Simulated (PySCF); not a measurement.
**Computed structure and properties of [Er(H2O)3]3+**

System: [Er(H2O)3]3+ (singlet in the valence; each metal's 4f electrons, 11 of them, lie in its core potential, out of spins and levels); start: displaced along the imaginary mode (D3). Method: PySCF 2.14.0, RKS TPSS, Er lcecp-1-SVP with ECP57, O def2-SVP, H def2-SVP; non-relativistic Hamiltonian with scalar-relativistic core potentials where named; density fitting; no spin-orbit coupling.

Input of the relaxation:

```python
mol = gto.M(atom='''
Er     0.00000    -0.00000    -0.00000
O      2.24181     0.00001    -0.00000
H      2.86506     0.25001     0.77987
H      2.86506    -0.24999    -0.77987
O     -1.12091     1.94146    -0.00000
H     -1.64905     2.35621     0.77987
H     -1.21604     2.60621    -0.77987
O     -1.12090    -1.94147     0.00000
H     -1.21602    -2.60622     0.77987
H     -1.64903    -2.35622    -0.77987''',
    basis={'Er': 'lcecp-1-SVP', 'O': 'def2-SVP', 'H': 'def2-SVP'},
    ecp={'Er': 'lcecp-1-SVP'},
    charge=3, spin=0)
mf = dft.RKS(mol, xc='TPSS')
mf.grids.atom_grid = (50, 194)  # f atoms: unpruned, at least (60, 302)
mf = mf.density_fit()  # fitting sets: Er AutoAux, O def2-universal-JKFIT, H def2-universal-JKFIT
mf.conv_tol = 1e-08; mf.max_cycle = 55
mf.kernel(dm0)  # dm0: converged density of the start geometry
# quasi-Newton relaxation in Cartesian coordinates to a largest gradient under 0.00045 Eh/bohr, steps kept in the point group
```

Run from Python with OMP_NUM_THREADS=2; the lines above give its settings. Where DIIS fails, smearing, a level shift and second-order steps follow.
It took 2.4 min on 2 threads of Intel(R) Xeon(R) 6975P-C (Granite Rapids), on a shared host, from the converged density of the start.

Course of the relaxation:

| step | energy above end (eV) | largest force component within the symmetry (eV/Å) |
| --- | --- | --- |
| 0 | 0.2654 | 1.080 |
| 1 | 0.1272 | 0.059 |
| 2 | 0.1178 | 0.053 |
| 3 | 0.1084 | 0.234 |
| 4 | 0.1027 | 0.305 |
| 5 | 0.0871 | 0.260 |
| 6 | 0.0651 | 0.070 |
| 7 | 0.0563 | 0.159 |
| 16 | 0.0019 | 0.048 |
| 17 | 0.0014 | 0.056 |
| 18 | 0.0006 | 0.022 |
| 19 | 0.0007 | 0.102 |
| 20 | 0.0001 | 0.007 |
| 21 | 0.0000 | 0.005 |
(The steps between are left out.)

Relaxed geometry (D3):

```xyz
10

Er    0.0000    0.0000    0.0000
O     2.2288    0.0000    0.0000
H     2.8512    0.7552    0.2002
H     2.8512   -0.7552   -0.2002
O    -1.1144    1.9302    0.0000
H    -2.0796    2.0916    0.2002
H    -0.7716    2.8468   -0.2002
O    -1.1144   -1.9302    0.0000
H    -0.7716   -2.8468    0.2002
H    -2.0796   -2.0916   -0.2002
```

```csv
contact,Å
Er1–O2 (H2O),2.229
Er1–O5 (H2O),2.229
Er1–O8 (H2O),2.229
```

On the finer grid (75, 302):

```json
{
  "HOMO": "-23.64 eV",
  "LUMO": "-17.79 eV",
  "Dipole about the centre of mass": "0.00 D",
  "Set of Mulliken populations of Er1 outside the core potential": "s 2.15, p 6.17, d 0.77, f 0.04",
  "D3(BJ) dispersion energy (not in the energies)": "-0.167 eV"
}
```

```json
{"atom": "Er1", "Mulliken (e)": "1.87", "Löwdin (e)": "1.55", "spin (e)": "0.00"}
{"atom": "O2", "Mulliken (e)": "-0.30", "Löwdin (e)": "0.04", "spin (e)": "0.00"}
{"atom": "H3", "Mulliken (e)": "0.34", "Löwdin (e)": "0.22", "spin (e)": "0.00"}
{"atom": "H4", "Mulliken (e)": "0.34", "Löwdin (e)": "0.22", "spin (e)": "0.00"}
{"atom": "O5", "Mulliken (e)": "-0.30", "Löwdin (e)": "0.04", "spin (e)": "0.00"}
{"atom": "H6", "Mulliken (e)": "0.34", "Löwdin (e)": "0.22", "spin (e)": "0.00"}
{"atom": "H7", "Mulliken (e)": "0.34", "Löwdin (e)": "0.22", "spin (e)": "0.00"}
{"atom": "O8", "Mulliken (e)": "-0.30", "Löwdin (e)": "0.04", "spin (e)": "0.00"}
{"atom": "H9", "Mulliken (e)": "0.34", "Löwdin (e)": "0.22", "spin (e)": "0.00"}
{"atom": "H10", "Mulliken (e)": "0.34", "Löwdin (e)": "0.22", "spin (e)": "0.00"}
```

The 4f levels lie in the core potential and are missing. Their spin isn't counted.

No frequency check is given for this geometry.

Taking off one H2O (charge 0, singlet; the rest: singlet) in vacuum, both parts rigid, costs 3.96 eV; the small basis without counterpoise inflates it. Parting with an electron moved from the ligand to the metal can be far cheaper, even downhill.

Rigid scan of H2O along the line from its metal:

(distance to O2 (Å), energy (eV)): (1.93, 0.751), (2.03, 0.284), (2.13, 0.061), (2.23, 0.000), (2.33, 0.045), (2.43, 0.158), (2.63, 0.485)

One start shape was tried, so this needn't be the lowest isomer.

An lcecp potential fixes the number of 4f electrons, so in runs with it no electron can move into or out of that shell.
